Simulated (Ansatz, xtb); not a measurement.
**Relative energy of two structures of BFGe2H4**

We compare a, a singlet given by its coordinates, with b, `F[BH][Ge][GeH3]`, a singlet. Both are isolated molecules in the gas phase, relaxed with B3LYP/6-31G*; the shapes shown needn't be the lowest conformers.

a (Å):

```xyz
8

B     0.6384   -0.6672   -0.5550
F    -0.7070   -0.3911   -0.6221
Ge    1.3392   -1.0805    1.6552
Ge    1.8337    1.0568    0.5151
H     2.8506   -0.3418    1.0149
H     1.3859    0.6361    2.2140
H     0.9708   -1.8469   -0.5077
H     1.3617   -0.1600   -1.4062
```

Close contacts (Å): B1–F2 1.38, B1–Ge3 2.36, B1–Ge4 2.35, Ge3–Ge4 2.47, B1–H7 1.23, B1–H8 1.23, Ge3–H5 1.80, Ge3–H6 1.81, Ge4–H5 1.80, Ge4–H6 1.81.

b (Å):

```xyz
8

B    -0.3100   -1.1936    0.6894
F    -1.1995   -0.7905   -0.2186
Ge    0.7035    0.1006    1.9944
Ge    2.3697    0.2730    0.0968
H    -0.0918   -2.3797    0.7519
H     1.9532    1.5791   -0.6394
H     3.8253    0.4686    0.5942
H     2.4003   -0.8515   -0.9736
```

Energies in hartree; the thermal terms are from B3LYP/6-31G* harmonic frequencies (ideal gas, rigid rotor, one conformer each, 200 K, 1 atm) and include the zero-point energy:

```
                               a            b
E, CCSD(T)/def2-SVP  −4277.306831  −4277.315125
    E, MP2/def2-SVP  −4277.261228  −4277.268113
  E, MP2/def2-TZVPP  −4278.082966  −4278.080746
  zero-point energy      0.037742      0.037300
       H(200 K) − E      0.042001      0.042090
       G(200 K) − E      0.017889      0.016605
```

Question: Correct the CCSD(T) difference for the basis set by the MP2 change, then work out ΔE, ΔE₀, ΔH and ΔG for a → b in kJ/mol (1 Eh = 2625.50 kJ/mol) and the equilibrium ratio [b]/[a].

Answer: 1. Differences b − a: CCSD(T) −0.008294, MP2 in the small set −0.006885, MP2 in the large set +0.002220 Eh.
2. ΔE = −0.008294 + (+0.002220 − (−0.006885)) = +0.000811 Eh = +2.13 kJ/mol.
3. ΔE₀ = ΔE + ΔZPE = +0.000811 + (−0.000442) Eh = +0.97 kJ/mol.
4. ΔH = ΔE + (+0.000089) Eh = +2.36 kJ/mol.
5. ΔG = ΔE + (−0.001284) Eh = −1.24 kJ/mol, so ΔS = (ΔH − ΔG)/T = +18.0 J/(mol K).
6. kT = 0.6334 mEh, so K = [b]/[a] = exp(−ΔG/kT) = exp(+0.75) ≈ 2.1.

The two are too close for this level to say which is favoured. An error of 4 kJ/mol in ΔG would change K by a factor of 11. The basis-set step is large, which makes the value less sure. Mirror images and further conformers aren't counted.

Other levels gave ΔE = −2.0 (B3LYP/6-31G*); −100.7 (HF/def2-SVP); −18.1 (MP2/def2-SVP); −21.8 (CCSD(T)/def2-SVP) kJ/mol. The correlated steps freeze 20 core orbitals; the filled d shell of Ge is correlated, in a basis made for valence electrons. Programs: Ansatz 0.2.0.
